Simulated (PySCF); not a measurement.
C2H7NSi2, SMILES C1[Si@@H](N)[SiH2]C=1.

Coordinates come from a PBE0-D3(BJ)/def2-SVP optimisation. The structure was generated by enumeration; whether it is a known compound was not checked. Other conformers were not sampled.

Two levels are set side by side: PBE/def2-TZVP (PySCF) and HF/def2-TZVP (PySCF). Same geometry, gas phase. Differences are taken from unrounded values.

```tsv
quantity	HF	PBE	PBE minus HF
orbital gap (eV)	12.61	4.08	-8.53
highest occupied level (eV)	-9.69	-5.71	3.98
lowest empty level (eV)	2.92	-1.63	-4.55
dipole moment (D)	1.51	1.68	0.16
mean polarisability (bohr³)	77.6	85.6	8.0
```

Without exact exchange PBE keeps part of each electron's self-repulsion, which lifts occupied levels and narrows the gap. Loosely held outer electrons make PBE densities more polarisable. Differences between two approximate levels are no errors against the true value.

Rough cost on one machine, each run with all the roots and properties that it gave: HF against PBE about 1/3.
